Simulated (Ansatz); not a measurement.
Calibrating BHLYP-D4/def2-TZVPP on Al-containing molecules

The atomisation energy (no zero-point term) in kJ/mol of 7 Al-containing molecules: x at BHLYP-D4/def2-TZVPP, y at CCSD(T)/CBS estimate. Shapes, held fixed at every level: PBE0-D4/def2-TZVP. Flexible molecules stand in one conformer, not always the lowest. Programs: Ansatz 0.2.0.

```
                                                molecule  x (kJ/mol)  y (kJ/mol)
                          CH8AlN (SMILES C[NH2+][AlH3-])        3415        3475
C2H8Al2Cl2 (SMILES [CH3][AlH-]1[Cl+][AlH-]([CH3])[Cl+]1)        4678        4777
                                          AlH(CH3)2(NH3)        4720        4812
                                       Al(CH3)2(OH)(OH2)        4982           ?
                                           Al(CH3)3(SH2)        5433        5538
                                           P(AlH3)(CH3)3        5700        5774
        C4H7AlO3 (SMILES [CH3][Al-]1([OH])[O]C=CC=[O+]1)        6281        6521
```

Task: Fit y = c + s·x to the known rows and predict y for Al(CH3)2(OH)(OH2).

Result: 
1. Means of the 6 rows: x = 5037.83, y = 5149.5.
2. Σ(Δx)² = 5004171, Σ(Δx·Δy) = 5230790, so the slope is 5230790/5004171 = 1.0453.
3. Intercept: 5149.5 − (1.0453) × 5037.83 = -116.5. The largest residual of the fit is 72.
4. Al(CH3)2(OH)(OH2): -116.5 + 1.0453 × 4982 = 5091 kJ/mol.

CCSD(T)/CBS estimate gives 5153 kJ/mol, so the prediction is off by -62 kJ/mol, within the largest residual. Uncorrected, BHLYP-D4/def2-TZVPP misses Al(CH3)2(OH)(OH2) by -171 kJ/mol, and the other rows by 112 on average. The line removes about 65 % of this miss. Left out in turn, the other rows are missed by 57 kJ/mol on average. The CBS estimate extrapolates MP2 from def2-TZVPP and def2-QZVPP and adds CCSD(T) − MP2 in the triple-zeta set, cores frozen.
